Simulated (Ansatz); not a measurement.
Input for Ansatz (development build ahead of 0.2.0):

```yaml
crystal:
  periodic: [false, false, false]
  atoms:
    - { symbol: B, position_ang: [-0.2913, -0.03276, 0.20712] }
    - { symbol: F, position_ang: [0.22875, -0.75973, 0.99624] }
    - { symbol: F, position_ang: [1.0856, 0.26262, -0.82509] }
    - { symbol: F, position_ang: [-1.16268, 0.55984, -0.28434] }
basis:
  gaussian: { orbitals: def2-SVP }
total_charge: 1
magnetization:
  spin_polarized: true
  initial_magnetization: 1
hamiltonian:
  xc: hf
correlation:
  method: mp2
  frozen_orbitals: { B: 1, F: 1 }
output:
  forces: true
```

The input is written out in the form of the current development build from the run's settings.

Results

```
Converged                       : yes
Reference energy                : -322.41125 hartree
Correlation energy              : -0.57033 hartree
Total energy                    : -322.98158 hartree
Spin squared of the determinant : 0.754
Stability test                  : minimum
```

Forces (eV/Å):
```
atom      Fx      Fy      Fz
  B1   3.721  -1.112  -0.013
  F2   1.799  -3.124   3.685
  F3   0.568   0.252  -0.574
  F4  -6.089   3.984  -3.098
```

Caution: MP2 on this radical cation hangs on the determinant chosen.
